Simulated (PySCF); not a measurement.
C₆H₁₅In, SMILES `C[CH2][In]([CH2]C)[CH2]C` (charge 0, multiplicity 1), r2SCAN-D4/def2-TZVP // r2SCAN-D4/def2-SVP (PySCF). The run hit its time limit unfinished.

```python
import json, numpy as np
from pyscf import gto, dft
from fastk import lowrank_exchange
atoms = """
C     -1.711201     2.656125    -0.215828
C     -0.313245     2.126264    -0.527718
In     0.011603     0.007875    -0.045320
C     -1.601573    -1.166151     0.873810
C     -1.266764    -2.631084     1.145980
C      1.949756    -0.932114    -0.476358
C      2.947425    -0.050310    -1.224313
H     -1.822092     3.725862    -0.471761
H     -1.961211     2.556576     0.853795
H     -2.492582     2.112593    -0.773095
H     -0.067982     2.255722    -1.597815
H      0.459163     2.700155     0.016841
H     -1.887199    -0.644268     1.805702
H     -2.482033    -1.075984     0.211339
H     -2.109816    -3.175855     1.609273
H     -1.006347    -3.173644     0.221678
H     -0.405464    -2.738157     1.826570
H      2.363728    -1.262760     0.494299
H      1.743939    -1.863526    -1.034674
H      2.563355     0.263501    -2.209494
H      3.179457     0.873665    -0.668522
H      3.909074    -0.564484    -1.405969
"""
def scf(charge, spin, dm0=None):
    mol = gto.M(atom=atoms, basis='def2-tzvp', ecp={'In': 'def2-tzvp'}, charge=charge, spin=spin, verbose=4, max_memory=5040)
    mf = dft.KS(mol, xc='r2scan').density_fit(auxbasis="def2-universal-jkfit")
    mf.disp = 'd4'
    mf.grids.level = 4
    mf.conv_tol = 1e-8
    mf.max_cycle = 60
    mf.kernel(dm0)
    if not mf.converged:
        mf = mf.newton().run(mf.mo_coeff, mf.mo_occ).undo_soscf()
    return mf
mf = scf(0, 0)
lowrank_exchange(mf)  # same exchange matrices as the stock routine, built faster for response steps
e, occ = np.ravel(mf.mo_energy), np.ravel(mf.mo_occ)
ev = 27.211386245988
occupied, empty = np.sort(e[occ > 0]) * ev, np.sort(e[occ == 0]) * ev
print("highest occupied levels (eV):", np.round(occupied[-6:], 3))
print("lowest empty levels (eV):", np.round(empty[:6], 3))
res = dict(converged=bool(mf.converged), energy=mf.e_tot, dispersion=float(mf.get_dispersion()) if mf.do_disp() else 0.0, nlc=bool(mf.do_nlc()), nao=mf.mol.nao, cycles=mf.cycles,
           occupied=occupied[-8:].tolist(), empty=empty[:8].tolist(), dipole=mf.dip_moment().tolist(), s2=float(mf.spin_square()[0]),
           mulliken=mf.mulliken_pop(verbose=3)[1].tolist(), meta_lowdin=mf.mulliken_meta(verbose=3)[1].tolist())
mf.grids = dft.gen_grid.Grids(mf.mol).set(level=2).build()  # coarser grid for the response steps
for singlet, n in ((True, 6), (False, 3)):
    td = mf.TDA(); td.singlet = singlet; td.nstates = n; td.conv_tol = 1e-4; td.kernel(); td.analyze(verbose=3)
    res["singlets" if singlet else "triplets"] = dict(e=(td.e * ev).tolist(), converged=np.ravel(td.converged).tolist(), f=td.oscillator_strength().tolist() if singlet else None)
dm = mf.make_rdm1()
res["vertical"] = []
for charge, spin in [(1, 1)]:
    ion = scf(charge, spin, np.array([dm / 2, dm / 2]) if dm.ndim == 2 else dm.sum(0))
    res["vertical"].append(dict(charge=charge, spin=spin, energy=ion.e_tot, converged=bool(ion.converged), s2=float(ion.spin_square()[0]), homo=float(np.ravel(ion.mo_energy)[np.ravel(ion.mo_occ) > 0].max() * ev)))
json.dump(res, open("result.json", "w"))
```

The last lines of the output:

```
  beta  nocc = 35  HOMO = -0.372033811523757  LUMO = -0.36949553239125
  HOMO = -0.372033811524  LUMO = -0.369495532391  gap/eV = 0.06907
cycle= 60 E= -427.465104007819  delta_E= 0.00496  |g|= 0.178  |ddm|= 0.0535
SCF not converged.
SCF energy = -427.465104007819 after 60 cycles  <S^2> = 0.75884034  2S+1 = 2.0088209

******** <class 'pyscf.soscf.newton_ah.SecondOrderDFUKS'> ********
method = SecondOrderDFUKS
initial guess = minao
damping factor = 0
level_shift factor = 0
DIIS = <class 'pyscf.scf.diis.CDIIS'>
diis_start_cycle = 1
diis_space = 8
diis_damp = 0
SCF conv_tol = 1e-08
SCF conv_tol_grad = None
SCF max_cycles = 60
direct_scf = False
number electrons alpha = 36  beta = 35
XC library pyscf.dft.libxc version 7.1.2
    S. Lehtola, C. Steigemann, M. J. T. Oliveira, and M. A. L. Marques,  SoftwareX 7, 1–5 (2018)
XC functionals = r2scan
    J. W. Furness, A. D. Kaplan, J. Ning, J. P. Perdew, and J. Sun,  J. Phys. Chem. Lett. 11, 8208–8215 (2020)
    J. W. Furness, A. D. Kaplan, J. Ning, J. P. Perdew, and J. Sun,  J. Phys. Chem. Lett. 11, 9248–9248 (2020)
    J. W. Furness, A. D. Kaplan, J. Ning, J. P. Perdew, and J. Sun,  J. Phys. Chem. Lett. 11, 8208–8215 (2020)
    J. W. Furness, A. D. Kaplan, J. Ning, J. P. Perdew, and J. Sun,  J. Phys. Chem. Lett. 11, 9248–9248 (2020)
radial grids:
    Treutler-Ahlrichs [JCP 102, 346 (1995); DOI:10.1063/1.469408] (M4) radial grids

becke partition: Becke, JCP 88, 2547 (1988); DOI:10.1063/1.454033
grids dens level: 4
symmetrized grids: False
small_rho_cutoff = 0
******** <class 'pyscf.df.df_jk.DFUKS'> Newton solver flags ********
SCF tol = 1e-08
conv_tol_grad = None
max. SCF cycles = 60
direct_scf = False
max_cycle_inner = 12
max_stepsize = 0.05
ah_start_tol = 1e+09
ah_level_shift = 0
ah_conv_tol = 1e-12
ah_lindep = 1e-14
ah_start_cycle = 1
ah_max_cycle = 40
ah_grad_trust_region = 2.5
kf_interval = 4
kf_trust_region = 5
canonicalization = True
Set conv_tol_grad to 0.0001
  alpha nocc = 36  HOMO = -0.355053060851805  LUMO = -0.225436552802489
  beta  nocc = 35  HOMO = -0.394382419506099  LUMO = -0.339799764296005
  HOMO = -0.355053060852  LUMO = -0.339799764296  gap/eV = 0.41506
Initial guess E= -427.465104007819  |g|= 0.177539
macro= 0  E= -427.488070092238  delta_E= -0.0229661  |g|= 0.0174933  3 KF 13 JK
macro= 1  E= -427.488954595661  delta_E= -0.000884503  |g|= 0.00318793  4 KF 27 JK
macro= 2  E= -427.489002610899  delta_E= -4.80152e-05  |g|= 0.00222022  2 KF 7 JK
```
